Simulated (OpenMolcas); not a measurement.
**Cu4+: moving or changing the point charges**

Cu4+ among 4 point charges of -3 e arranged as a tetrahedron (Td), 2.1 Å from the ion.

```yaml
Program: OpenMolcas
Method: CASSCF
Basis: ANO-RCC-VDZP [5s4p2d1f]
Scalar_Hamiltonian: DKH2, point nucleus
Active_space: 7 electrons in 5 orbitals (3d)
State_averaging: 2S+1 = 4 even, 10 roots; 2S+1 = 2 even, 40 roots
Spin-orbit_coupling: state interaction with AMFI integrals over the reference wave functions
```

Runs around this geometry, states (labels of Td). Energies in cm-1 above the lowest state or level, χT in cm3 K/mol.

```
R (Å)  q (e)  Ground state  First state of that spin  First gap with spin-orbit (degeneracies)  χT at 300 K  First state of another spin
  2.1   -1.5           4A2                 4T2 500.4                              349.9 (4, 4)        5.245                    2A1 24617
 1.89     -3           4A2                  4T2 1495                               1190 (4, 4)        4.338                     2E 25471
  2.1     -3           4A2                 4T2 939.1                              701.9 (4, 4)        4.795                     2E 25043
 2.21     -3           4A2                 4T2 745.5                              542.2 (4, 4)        4.989                    2A1 24864
```

Taking the first state of the same spin as R^-n, n = -ln(745.5 / 1495) / ln(2.21 / 1.89) = 4.4 between the shortest and longest distance.

Scaling the charges by -1.5 / -3 = 0.50 scales the first state of the same spin by 500.4 / 939.1 = 0.53; with fixed orbitals a first-order splitting would follow the charge.

Without dynamic correlation the repulsion within the d shell is too large (B by tens of per cent), so at a given field states of lower spin stand too high. The ground term spreads over less than 5000 cm-1, several times less than with real ligands, so orbital moments are less quenched and χT lies further from the spin-only value than at real sites. Spin-orbit coupling mixes the spin-free states strongly: the lowest level takes only 49 % from its leading state, 4A2 (figures for R = 2.1, q = -1.5; the like holds for R = 2.1, q = -3, R = 2.21, q = -3). Point charges carry no covalency, so the field is a model and not that of real ligands. No measured value stands beside these numbers.
